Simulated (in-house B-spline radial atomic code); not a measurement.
The numbers below are computed, except where a source is named.
# C6 from the polarisability at imaginary frequency: Sr

RPBE linear response of the closed shell [Kr] 5s2, from an all-electron radial atomic-structure program (B-spline basis); scalar-relativistic (spin-free one-electron X2C), finite nucleus, no spin-orbit coupling; shells from n = 3 respond.

The dispersion coefficient of two like species is C6 = (3/π) ∫ α(iu)² du from 0 to ∞.

```csv
u (hartree),α(iu) (bohr³)
0,208.4
0.03,191.6
0.07,141.7
0.12,89.03
0.2,46.64
0.3,26.11
0.45,14.81
0.7,8.335
1,5.278
1.5,3.025
2.5,1.393
5,0.4631
```

Problem. Fit one oscillator, α(iu) = α(0)/(1 + u²/ω²), through u = 0.12 and estimate C6.

Solution. From α(0)/α(iu) − 1 = 208.4/89.03 − 1 = 1.3408, ω = u/√1.3408 = 0.1036 hartree (2.8 eV). London's formula gives C6 = (3/4) α(0)² ω = 0.75 × 208.4² × 0.1036 = 3376 hartree·bohr⁶, and the oscillator holds f = α(0) ω² = 2.24 electrons, of a sum of oscillator strengths of 30.6.

Problem. How does that compare with the full integral?

Solution. The program's quadrature over all excitations gives C6 = 3441, so the single oscillator is off by -1.9 %. At the last point the fit gives α = 0.0895 against 0.463: higher excitations, and deeper shells where there are any, keep the true curve higher at large u.
